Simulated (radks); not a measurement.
Problem. Species: the aluminium ion Al+. Configuration: [He] 2p6 3s2 4f2 (not the ground configuration). Calculated with a radial shooting solver on a logarithmic mesh with Libxc functionals: scalar-relativistic Kohn-Sham, SOGGA, spin-polarised, spherical densities, finite nucleus; open shells are filled with parallel spins first; Fermi nuclear charge, rms radius 3.061 fm. Some entries of the table are withheld. Estimate them.

| orbital | occ. | eigenvalue (hartree) | <1/r> (bohr^-1) | <r> (bohr) |
|---|---|---|---|---|
| 1s down | 1 | (1) | (2) | 0.1202 |
| 1s up | 1 | (3) | (4) | 0.1202 |
| 2p down | 3 | -4.75495 | 2.363 | 0.5518 |
| 2p up | 3 | -4.75486 | 2.363 | 0.5518 |
| 3s up | 1 | (5) | 0.7605 | 1.823 |
| 3s down | 1 | (6) | 0.7631 | 1.819 |
| 4f up | 2 | -0.12233 | 0.1777 | 6.424 |

Solution. 
(1) 1s down eigenvalue (hartree): -58.18910
(2) 1s down <1/r> (bohr^-1): 12.63
(3) 1s up eigenvalue (hartree): -58.18903
(4) 1s up <1/r> (bohr^-1): 12.63
(5) 3s up eigenvalue (hartree): -1.19625
(6) 3s down eigenvalue (hartree): -1.19127
